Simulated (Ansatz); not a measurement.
The same redistribution along the group B, Al, Ga, In.

Computed with Ansatz on PBE0-D4/def2-TZVP structures; ΔE is electronic, products minus reactants. CCSD(T)/CBS adds triple-zeta CCSD(T) − MP2 to the extrapolated MP2 energy (def2 sets, frozen cores). DFT in def2-TZVPP. Elements past krypton have def2 core potentials. For Ga, I, In, Sn outer-core shells are correlated without core-valence functions, which leaves a few kJ/mol of doubt a bond. Scalar relativity is left out up to krypton.

```csv
reaction,CCSD/CBS(def2) (eV),MP2/CBS(def2) (eV),PBE-D4 (eV),CCSD(T)/CBS(def2) (eV)
`FB(F)I` + `[SiH3][SnH2][Cl]` → `FB(F)[SiH3]` + `[Cl][SnH2][I]`,-0.19,-0.14,-0.08,-0.17
`[F][Al]([F])[I]` + `[SiH3][SnH2][Cl]` → `[F][Al]([F])[SiH3]` + `[Cl][SnH2][I]`,0.50,0.55,0.42,0.50
`[F][Ga]([F])[I]` + `[SiH3][SnH2][Cl]` → `[F][Ga]([F])[SiH3]` + `[Cl][SnH2][I]`,-0.02,-0.01,-0.02,-0.02
`[F][In]([F])[I]` + `[SiH3][SnH2][Cl]` → `[F][In]([F])[SiH3]` + `[Cl][SnH2][I]`,-0.03,-0.06,-0.07,-0.03
```

Largest T1 diagnostic: 0.016, for `[F][In]([F])[SiH3]`.
